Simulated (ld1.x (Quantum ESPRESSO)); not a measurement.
## Which change was made? (Cu, ultrasoft)

```json
{
 "Element": "Cu",
 "Generator": "ld1.x (Quantum ESPRESSO) 7.5",
 "Type": "ultrasoft",
 "Functional": "PBE",
 "Relativity": "scalar-relativistic",
 "Frozen core": "[Ne]",
 "Valence charge": "19",
 "Reference configuration": "3s2 3p6 3d9 4s2 4p0",
 "Partial waves": "3s (bound): rcut 1.25, rcutus 1.45 bohr; 4s (bound): rcut 1.25, rcutus 1.45 bohr; 3p (bound): rcut 1.10, rcutus 1.50 bohr; 4p (bound, empty): rcut 1.10, rcutus 1.50 bohr; 3d (bound): rcut 0.65, rcutus 0.75 bohr; 3d channel at -0.35 Ry: rcut 0.65, rcutus 0.75 bohr",
 "Local potential": "all-electron potential smoothed inside 1.45 bohr (lloc = -2)",
 "Core correction": "Bessel-smoothed model core, default radius (core density twice the valence density)",
 "Augmentation charge": "PSQ, inside the norm-conserving radii"
}
```

Cutoffs, loose and tight: the cutoffs (Ry, on a coarse ladder) from which the occupation-weighted sum of valence levels, in a spherical-Bessel basis at the reference potential, stays within 10 and 1 mRy of its value at 400 Ry. They do not see the model core or the augmentation charge, which bear on the density cutoff. Test errors are all-electron minus pseudo excitation energies from the reference, over the configurations 3s2 3p6 3d10 4s1 4p0; 3s2 3p6 3d10 4s0 4p0; 3s2 3p6 3d9 4s0 4p0; 3s2 3p6 3d9 4s1 4p0; 3s2 3p6 3d8 4s0 4p0; 3s2 3p5 3d10 4s1 4p0; 3s2 3p6 3d7 4s0 4p0; variants that change the core or the reference have their own tests.

The base gives: outcome: generated; cutoff, loose: 260 Ry; cutoff, tight: over 300 Ry; bound ghosts: none; largest test error (meV): test run stopped at test 4 of 7 (negative rho), 3 before it not solved.

Question: After one change the result is: outcome: failed: chargeps: negative rho. Which change was it?
A. waves 3d (bound): rcut 0.65, rcutus 0.76 bohr; 3d channel at -0.35 Ry: rcut 0.65, rcutus 0.76 bohr
B. waves 3d (bound): rcut 0.65, rcutus 1.02 bohr; 3d channel at -0.35 Ry: rcut 0.65, rcutus 1.02 bohr
C. waves 3d (bound): rcut 0.65, rcutus 0.92 bohr; 3d channel at -0.35 Ry: rcut 0.65, rcutus 0.92 bohr
D. waves 3d (bound): rcut 0.65, rcutus 1.12 bohr; 3d channel at -0.35 Ry: rcut 0.65, rcutus 1.12 bohr

Answer: A. The others give: waves 3d (bound): rcut 0.65, rcutus 0.92 bohr; 3d channel at -0.35 Ry: rcut 0.65, rcutus 0.92 bohr → outcome: generated; cutoff, loose: 180 Ry; cutoff, tight: 300 Ry; bound ghosts: none; largest test error (meV): test run stopped at test 1 of 7 (negative rho) | waves 3d (bound): rcut 0.65, rcutus 1.02 bohr; 3d channel at -0.35 Ry: rcut 0.65, rcutus 1.02 bohr → outcome: generated; cutoff, loose: 140 Ry; cutoff, tight: 260 Ry; bound ghosts: none; largest test error (meV): test run stopped at test 1 of 7 (negative rho) | waves 3d (bound): rcut 0.65, rcutus 1.12 bohr; 3d channel at -0.35 Ry: rcut 0.65, rcutus 1.12 bohr → outcome: generated; cutoff, loose: 120 Ry; cutoff, tight: 200 Ry; bound ghosts: none; largest test error (meV): test run stopped at test 1 of 7 (negative rho).
